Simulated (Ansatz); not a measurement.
Basis-set extrapolation for CH₇ClSi₂ (`[SiH3]C[SiH2]Cl`) (PBE0-D4/def2-TZVP geometry, frozen core, Ansatz 0.2.0). Multiplicity 1, RHF reference.

```csv
,def2-TZVPP,def2-QZVPP
HF,-1079.422728,-1079.455697
MP2 correlation,-0.619885,-0.669457
CCSD(T) correlation,-0.710842,not run
```

Energies in hartree. Use E(X) = E(∞) + A·exp(−7.88·√X) for Hartree–Fock and E(X) = E(∞) + B·X^(−2.97) for correlation, with X = 3 and 4, and add CCSD(T) minus MP2 of the smaller set to the MP2 limit.

What is the CCSD(T) energy at the basis-set limit?

HF limit: -1079.455697 + (-0.032969) × 0.13774 = -1079.46024. MP2 limit: -0.669457 + (-0.049572) × 0.74074 = -0.70618. Higher-order term: -0.710842 − (-0.619885) = -0.09096. Total: -1080.25738 hartree, 77.7 kcal/mol below CCSD(T)/def2-TZVPP.
